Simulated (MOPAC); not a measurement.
MOPAC input (PM6):

```
PM6 1SCF CHARGE=-1 GEO-OK AUX(PRECISION=9) THREADS=1
C4H4N

C    -1.89250856 1   -0.24898190 1    0.15829436 1
C    -0.77498054 1   -1.02860056 1    0.19296365 1
C     0.59694303 1   -0.69797606 1    0.05745118 1
C     1.07104325 1    0.59258622 1   -0.15204584 1
N     1.47413724 1    1.67735991 1   -0.32843774 1
H    -1.83610857 1    0.82274702 1    0.00639728 1
H    -2.87552666 1   -0.68570982 1    0.28302589 1
H    -0.94699913 1   -2.09498305 1    0.35168856 1
H     1.33669064 1   -1.48573980 1    0.11797233 1
```

Output:

```
 *******************************************************************************
 **                                                                           **
 **                              MOPAC v23.2.5                                **
 **                                                                           **
 *******************************************************************************
 ** MOPAC's Digital Object Identifier: https://doi.org/10.5281/zenodo.6511958 **
 **                                                                           **
 ** Please cite the open-source release paper for use of this MOPAC version:  **
 ** J. E. Moussa and J. J. P. Stewart (2026)                                  **
 ** MOPAC: An open-source semiempirical molecular orbital program             **
 ** J. Open Source Softw., 11(119), 8025, https://doi.org/10.21105/joss.08025 **
 *******************************************************************************

                              PM6 CALCULATION RESULTS

 *******************************************************************************
 *  PM6        - The PM6 Hamiltonian to be used
 *  GEO-OK     - OVERRIDE INTERATOMIC DISTANCE AND OTHER SAFETY CHECKS
 *
 *
 *
 *                 CHARGE ON SYSTEM = -1
 *
 *
 *
 *  1SCF       - DO 1 SCF AND THEN STOP
 *  AUX        - OUTPUT AUXILIARY INFORMATION
 *******************************************************************************
PM6 1SCF CHARGE=-1 GEO-OK AUX(PRECISION=9) THREADS=1
 C4H4N

   ATOM   CHEMICAL          X               Y               Z
  NUMBER   SYMBOL      (ANGSTROMS)     (ANGSTROMS)     (ANGSTROMS)

     1       C         -1.89250856  *  -0.24898190  *   0.15829436  *
     2       C         -0.77498054  *  -1.02860056  *   0.19296365  *
     3       C          0.59694303  *  -0.69797606  *   0.05745118  *
     4       C          1.07104325  *   0.59258622  *  -0.15204584  *
     5       N          1.47413724  *   1.67735991  *  -0.32843774  *
     6       H         -1.83610857  *   0.82274702  *   0.00639728  *
     7       H         -2.87552666  *  -0.68570982  *   0.28302589  *
     8       H         -0.94699913  *  -2.09498305  *   0.35168856  *
     9       H          1.33669064  *  -1.48573980  *   0.11797233  *

          CARTESIAN COORDINATES

    NO.       ATOM           X           Y           Z

     1         C         -1.8925     -0.2490      0.1583
     2         C         -0.7750     -1.0286      0.1930
     3         C          0.5969     -0.6980      0.0575
     4         C          1.0710      0.5926     -0.1520
     5         N          1.4741      1.6774     -0.3284
     6         H         -1.8361      0.8227      0.0064
     7         H         -2.8755     -0.6857      0.2830
     8         H         -0.9470     -2.0950      0.3517
     9         H          1.3367     -1.4857      0.1180

 General Reference for PM6:
 "Optimization of Parameters for Semiempirical Methods V: Modification of NDDO Approximations
 and Application to 70 Elements", J. J. P. Stewart, J. Mol. Mod., 13, 1173-1213 (2007)
 URL: https://link.springer.com/article/10.1007/s00894-007-0233-4

           Empirical Formula: C4 H4 N  =     9 atoms

      MOLECULAR POINT GROUP   :   Cs

      RHF CALCULATION, NO. OF DOUBLY OCCUPIED LEVELS = 13

 -------------------------------------------------------------------------------
 PM6 1SCF CHARGE=-1 GEO-OK AUX(PRECISION=9) THREADS=1
 C4H4N

     1SCF WAS SPECIFIED, SO BFGS WAS NOT USED
     SCF FIELD WAS ACHIEVED

                              PM6 CALCULATION
                                                       MOPAC v23.2.5 Linux

          FINAL HEAT OF FORMATION =         15.63590 KCAL/MOL =      65.42059 KJ/MOL

          COSMO AREA              =        114.22 SQUARE ANGSTROMS
          COSMO VOLUME            =         98.49 CUBIC ANGSTROMS

          IONIZATION POTENTIAL    =          2.714979 EV
          HOMO LUMO ENERGIES (EV) =         -2.715  6.278
          NO. OF FILLED LEVELS    =         13
          MOLECULAR WEIGHT        =         66.0823         POINT GROUP:  Cs

          MOLECULAR DIMENSIONS (Angstroms)

            Atom       Atom       Distance
            H     7    N     5     4.98774
            H     9    H     6     3.55727
            C     2    H     6     0.00000

          SCF CALCULATIONS        =          1

   ATOM   CHEMICAL          X               Y               Z
  NUMBER   SYMBOL      (ANGSTROMS)     (ANGSTROMS)     (ANGSTROMS)

     1       C         -1.89250856  *  -0.24898190  *   0.15829436  *
     2       C         -0.77498054  *  -1.02860056  *   0.19296365  *
     3       C          0.59694303  *  -0.69797606  *   0.05745118  *
     4       C          1.07104325  *   0.59258622  *  -0.15204584  *
     5       N          1.47413724  *   1.67735991  *  -0.32843774  *
     6       H         -1.83610857  *   0.82274702  *   0.00639728  *
     7       H         -2.87552666  *  -0.68570982  *   0.28302589  *
     8       H         -0.94699913  *  -2.09498305  *   0.35168856  *
     9       H          1.33669064  *  -1.48573980  *   0.11797233  *

                             CARTESIAN COORDINATES

   1    C       -1.892508560    -0.248981900     0.158294360
   2    C       -0.774980540    -1.028600560     0.192963650
   3    C        0.596943030    -0.697976060     0.057451180
   4    C        1.071043250     0.592586220    -0.152045840
   5    N        1.474137240     1.677359910    -0.328437740
   6    H       -1.836108570     0.822747020     0.006397280
   7    H       -2.875526660    -0.685709820     0.283025890
   8    H       -0.946999130    -2.094983050     0.351688560
   9    H        1.336690640    -1.485739800     0.117972330

           Empirical Formula: C4 H4 N  =     9 atoms

      MOLECULAR POINT GROUP   :   Cs

                  EIGENVALUES
 -25.92368 -22.11630 -18.73255 -15.21334 -11.55399 -10.94539  -8.76460  -8.51740
  -7.94956  -6.97552  -6.86244  -5.87259  -2.71498   6.27797   6.99815   7.67850
   9.62604  10.40979  10.59229  10.89266  11.26123  11.43290  11.90523  12.07843

              NET ATOMIC CHARGES AND DIPOLE CONTRIBUTIONS

  ATOM NO.   TYPE          CHARGE      No. of ELECS.   s-Pop       p-Pop
    1          C          -0.701286        4.7013     1.10244     3.59885
    2          C           0.190615        3.8094     1.07892     2.73047
    3          C          -0.721712        4.7217     1.05825     3.66346
    4          C           0.308105        3.6919     1.11090     2.58099
    5          N          -0.562782        5.5628     1.82636     3.73642
    6          H           0.153251        0.8467     0.84675
    7          H           0.124428        0.8756     0.87557
    8          H           0.054619        0.9454     0.94538
    9          H           0.154763        0.8452     0.84524
 DIPOLE           X         Y         Z       TOTAL
 POINT-CHG.    -0.817    -2.551     0.406     2.709
 HYBRID        -0.182    -0.468     0.077     0.508
 SUM           -0.999    -3.019     0.483     3.217

          ATOMIC ORBITAL ELECTRON POPULATIONS

     Atom    s        px        py        pz
    1  C   1.10244   1.06714   1.13328   1.39843
    2  C   1.07892   0.91818   0.98614   0.82614
    3  C   1.05825   1.05002   1.01524   1.59821
    4  C   1.11090   0.84203   0.89899   0.83998
    5  N   1.82636   1.19987   1.21712   1.31944
    6  H   0.84675
    7  H   0.87557
    8  H   0.94538
    9  H   0.84524

 **********************
 *                    *
 * JOB ENDED NORMALLY *
 *                    *
 **********************

 == MOPAC DONE ==
```

The dipole moment of an ion depends on the origin.

The geometry given is a B3LYP-D3(BJ)/def2-TZVP minimum.
